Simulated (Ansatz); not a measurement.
**Which method gave which barrier?**

Saddle point of SnNH₇S, closed shell (SnH₄S ([SH][SnH3]) + NH₃ → SnNH₅ ([NH2][SnH3]) + H₂S; bonds formed: Sn1–N7, S2–H6; bonds broken: Sn1–S2, H6–N7), PBE0-D4/def2-TZVP structure:

```csv
atom,x (Å),y (Å),z (Å)
Sn1,-0.8837,0.3587,-0.8570
S2,1.0243,1.2768,1.6322
H3,-1.7278,-0.6441,-1.9761
H4,-1.9924,1.1155,0.1676
H5,0.2672,1.2730,-1.6910
H6,0.6724,-0.2503,1.0308
N7,0.1420,-1.1116,0.2777
H8,2.1401,1.3946,0.8951
H9,0.8199,-1.6512,-0.2504
H10,-0.4619,-1.7614,0.7711
```

Program: Ansatz 0.2.0. Basis: def2-TZVPP, with def2-QZVPP for the basis limit. Cores are frozen in the correlated methods. Filled d shells of the heavier atoms are correlated. Core potentials replace the inner electrons of the atoms past krypton. The def2 sets are not built for correlating such inner shells, so the correlated values are less sure here. B3LYP uses VWN-RPA correlation. Extrapolation: Hartree–Fock as exp(−7.88 √X), correlation as X^−2.97. Four methods, as single points on the PBE0-D4 structures, gave these electronic barriers from the start structure: 98.3, 111.9, 118.1, 155.0 kJ/mol.

Question: The methods were, in alphabetical order, B3LYP-D4, CCSD(T), HF, PBE-D4. Which gave which? (Judge from chemistry; the calculation decides.)

Answer: Computed: PBE-D4 98.3; B3LYP-D4 111.9; CCSD(T) 118.1; HF 155.0 kJ/mol. For comparison, CCSD(T) at an estimated basis limit (MP2 extrapolated from triple and quadruple zeta, plus CCSD(T) − MP2 in triple zeta) gives 113.9 kJ/mol.

T1 diagnostic: at most 0.013. The start structure is not quite a true minimum (one mode of 26i cm⁻¹).

Labels in which every atom is bracketed show which atoms are joined, not bond orders.

For scale, one of the runs: CCSD(T)/def2-TZVPP, 221 basis functions, launched by `ansatz run in.yaml --threads 4 --pin off --events-out ev --progress --plain --max-ram 9574MiB`. Time: 75 s of wall clock on 4 CPU threads of an Intel Xeon Platinum 8488C; the host was shared. Peak host memory: 3.7 GiB.
